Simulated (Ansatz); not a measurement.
A structure relaxed at PBE-D4/def2-SVP in Ansatz, charge 0, singlet:

```xyz
18

Sn    0.2177    0.2326    3.1842
Sn   -3.1244    0.5531   -3.1715
Sn    2.3702    3.6721    0.5623
Sn    4.0933    0.5406    1.0830
Sn    0.5199    1.1540   -1.5678
Sn   -2.7702   -2.0726    0.4943
S    -0.9144   -3.9947    0.0851
S     0.0105    2.1108    1.0622
S     2.9796    2.3187    2.5526
S    -2.3944    0.5547   -0.5920
S     3.0811    1.6821   -1.0525
S     0.6995   -1.1777   -0.1754
S    -2.1008    2.2143    0.6436
S     1.9757   -1.0907    1.5307
S    -0.8916   -0.7068   -3.5582
S     0.4693   -3.0545   -1.0967
S    -1.7746   -1.0877    2.6125
S    -2.4463   -1.8484   -2.5963
```

(1) Give its formula.

(2) Summarise the bond lengths by kind (pairs closer than 1.2 times the sum of covalent radii, bridged metal pairs left out).

Answers

(1) Sn₆S₁₂.

(2) 18 × S–Sn 2.46 to 2.87 Å; 6 × S–S 2.05 to 2.16 Å.

In the def2 sets Sn takes a core potential; there is no spin–orbit coupling. Another isomer (singlet) lies 2.69 eV lower at PBE0-D4/def2-TZVP; other spin states weren't run for this one.
